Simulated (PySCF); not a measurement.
## What PySCF settings do for Mg⁺

Base input, run as `OMP_NUM_THREADS=1 python input.py` with PySCF 2.14:

```python
from pyscf import gto, scf, cc

mol = gto.M(
    atom='Mg 0 0 0',
    basis='6-311++g**',
    charge=1,
    spin=1,
    verbose=4,
)
mf = scf.ROHF(mol)
mf.kernel()
mycc = cc.CCSD(mf, frozen=1)
mycc.kernel()
mycc.ccsd_t()
mf.dip_moment()
print('orbital energies (hartree):', mf.mo_energy[..., max(0, mol.nelec[1]-3):mol.nelec[0]+3].round(4))
```

Base result: E(SCF) = -199.363813 Eh, 7 cycles, E(CCSD) − E(SCF) = -0.11238 Eh, (T) = -0.00041 Eh. No search for the lowest solution was made.

It ran on Arm Neoverse V1 (1 thread, shared host) in 1.6 s, peak memory 0.14 GiB.

Each row names what differs from the base; energies in brackets are changes from the base.

| change | result | wall time (s) |
| --- | --- | --- |
| basis set: 6-311++g** → cc-pcvtz | E(SCF) = -199.370490 Eh (-0.1817 eV), 7 cycles, E(CCSD) − E(SCF) = -0.26699 Eh, (T) = -0.00213 Eh | 9.5 |
| DIIS space: default → 12 | E(SCF) = -199.363813 Eh (+0.0000 eV), 7 cycles, E(CCSD) − E(SCF) = -0.11238 Eh, (T) = -0.00041 Eh | 1.8 |
| step after the SCF: ccsd(t) → mp2; SCF type: ROHF → UHF | E(SCF) = -199.363893 Eh (-0.0022 eV), 7 cycles, E(MP2) − E(SCF) = -0.11159 Eh, ⟨S²⟩ = 0.750 | 1.1 |
| spin (2S): 1 → 13 [unsound on purpose] | stops with AssertionError | 0.71 |
| Cartesian functions: off → on | E(SCF) = -199.364188 Eh (-0.0102 eV), 7 cycles, E(CCSD) − E(SCF) = -0.11321 Eh, (T) = -0.00044 Eh | 1.7 |
| charge: 1 → 3 [another spin of the ion may lie lower] | E(SCF) = -195.922927 Eh (+93.6313 eV), 6 cycles, E(CCSD) − E(SCF) = -0.07892 Eh, (T) = -0.00012 Eh | 1.5 |
| charge: 1 → 2; spin (2S): 1 → 2 [another spin of the ion may lie lower] [a high spin state] | E(SCF) = -196.900662 Eh (+67.0258 eV), 7 cycles, E(CCSD) − E(SCF) = -0.08242 Eh, (T) = -0.00021 Eh | 1.6 |
| spin-free X2C: off → on [basis contracted without relativity] | E(SCF) = -199.651124 Eh, 7 cycles, E(CCSD) − E(SCF) = -0.11273 Eh, (T) = -0.00042 Eh | 1.7 |
| functional: none (Hartree–Fock) → mn15; SCF type: ROHF → ROKS; step after the SCF: ccsd(t) → analyze | E(SCF) = -199.709036 Eh, 6 cycles | 1.7 |
| basis set: 6-311++g** → aug-cc-pvtz | E(SCF) = -199.370471 Eh (-0.1812 eV), 6 cycles, E(CCSD) − E(SCF) = -0.01831 Eh, (T) = -0.00045 Eh | 5.2 |
| PCM solvent, dielectric constant: none → 20.5; step after the SCF: ccsd(t) → analyze | E(SCF) = -199.491548 Eh (-3.4758 eV), 6 cycles | 1.3 |
| damping: none → 0.8 | stops with NotImplementedError (ROHF Fock-damping) during the SCF | 0.76 |
| basis set: 6-311++g** → cc-pvtz-dk; spin-free X2C: off → on | E(SCF) = -199.676446 Eh, 6 cycles, E(CCSD) − E(SCF) = -0.01715 Eh, (T) = -0.00044 Eh | 2 |
| PCM solvent, dielectric constant: none → 2.27; step after the SCF: ccsd(t) → analyze | E(SCF) = -199.438667 Eh (-2.0369 eV), 6 cycles | 1.2 |
| functional: none (Hartree–Fock) → wb97; SCF type: ROHF → ROKS; step after the SCF: ccsd(t) → analyze | E(SCF) = -199.772039 Eh, 10 cycles | 1.6 |
| damping: none → 0.5 | stops with NotImplementedError (ROHF Fock-damping) during the SCF | 0.75 |
| basis set: 6-311++g** → 6-31g(3d) | E(SCF) = -199.352107 Eh (+0.3185 eV), 6 cycles, E(CCSD) − E(SCF) = -0.01538 Eh, (T) = -0.00013 Eh | 1.5 |
| spin (2S): 1 → 3 [a high spin state] | E(SCF) = -197.423888 Eh (+52.7881 eV), 11 cycles, E(CCSD) − E(SCF) = -0.08940 Eh, (T) = -0.00363 Eh | 2.2 |

Q: Order these changes by how far they move the SCF energy from the base, largest first: (1) Cartesian functions: off → on; (2) PCM solvent, dielectric constant: none → 2.27; step after the SCF: ccsd(t) → analyze; (3) PCM solvent, dielectric constant: none → 20.5; step after the SCF: ccsd(t) → analyze.

A: (3) -3.4758 eV, (2) -2.0369 eV, (1) -0.0102 eV.
